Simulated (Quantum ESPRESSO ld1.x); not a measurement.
Values are calculated unless marked as measured or tabulated.
Orbital energies (hartree) of the thallium ion Tl+, [Hg]: non-relativistic, with first-order perturbation theory as ld1.x prints it (mass-velocity, Darwin and spin-orbit terms), and from the self-consistent Dirac equation with open shells shared by 2j + 1. Spin-unpolarised spherical Kohn-Sham, LDA (Slater exchange, VWN5 correlation), point nucleus, ld1.x of Quantum ESPRESSO 7.5.

| orbital | non-rel. | first order | Dirac |
|---|---|---|---|
| 1s1/2 | -2827.84 | -3108.73 | -3139.51 |
| 2s1/2 | -475.218 | -551.152 | -558.782 |
| 2p1/2 | -457.521 | -531.525 | -536.474 |
| 2p3/2 | -457.521 | -471.965 | -460.630 |
| 3s1/2 | -112.787 | -132.644 | -133.553 |
| 3p1/2 | -104.364 | -123.235 | -123.487 |
| 3p3/2 | -104.364 | -110.215 | -106.629 |
| 3d3/2 | -88.5932 | -93.7694 | -89.9899 |
| 3d5/2 | -88.5932 | -90.2437 | -86.3876 |
| 4s1/2 | -24.7364 | -29.9656 | -29.9893 |
| 4p1/2 | -21.0620 | -25.7946 | -25.6564 |
| 4p3/2 | -21.0620 | -22.6823 | -21.5484 |
| 4d3/2 | -14.2737 | -15.5406 | -14.4708 |
| 4d5/2 | -14.2737 | -14.7970 | -13.7045 |
| 4f5/2 | -5.1006 | -5.3996 | -4.5568 |
| 4f7/2 | -5.1006 | -5.2190 | -4.3877 |
| 5s1/2 | -4.0764 | -5.1694 | -5.0836 |
| 5p1/2 | -2.8637 | -3.7319 | -3.6240 |
| 5p3/2 | -2.8637 | -3.1685 | -2.8727 |
| 5d3/2 | -0.9384 | -1.0858 | -0.8943 |
| 5d5/2 | -0.9384 | -1.0022 | -0.8125 |
| 6s1/2 | -0.5226 | -0.6401 | -0.6133 |

First order keeps the non-relativistic potential frozen, so it lacks the indirect effect: the contracted s and p shells screen the nucleus better and push d and f levels up in the self-consistent Dirac solution.
